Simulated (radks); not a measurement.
Results of a calculation; reference values are marked as such.
Ionisation of Li+, [He], to Li2+, 1s1, under several functionals. Non-relativistic Kohn-Sham, spin-polarised, spherical densities, point nucleus; open shells are filled with parallel spins first; a radial shooting solver on a logarithmic mesh with Libxc functionals.

functional                          E(Li+) (hartree)  Exc (hartree)  IE (eV)  -e(HOMO) (eV)  <r> HOMO (bohr)  IE error (eV)
XLYP                                        -7.29009       -1.69703   75.975         60.851           0.5788         +0.334
RPBE                                        -7.28498       -1.69269   75.700         60.552           0.5780         +0.060
exchange-only r2SCAN                        -7.24135       -1.65179   74.592         61.329           0.5756         -1.049
AM05                                        -7.17740       -1.57066   74.830         59.613           0.5825         -0.810
exchange-only B88                           -7.23173       -1.63709   74.542         59.689           0.5788         -1.098
revPBE                                      -7.28088       -1.68836   75.645         60.506           0.5779         +0.005
BLYP                                        -7.27943       -1.68542   75.840         60.713           0.5789         +0.200
B86b exchange with PBE correlation          -7.27256       -1.67876   75.550         60.562           0.5782         -0.090
OLYP                                        -7.28159       -1.69011   75.833         60.622           0.5782         +0.193
exchange-only PBE                           -7.21268       -1.61504   74.329         59.582           0.5804         -1.311
PBE                                         -7.25675       -1.66111   75.361         60.409           0.5790         -0.279
PBEsol                                      -7.19642       -1.59384   74.735         59.839           0.5812         -0.905

NIST Atomic Spectra Database: 75.640 eV (theoretical). Closest: revPBE. The Delta-SCF values span 1.65 eV, the total energies 0.11 hartree. The highest occupied level is 1s.
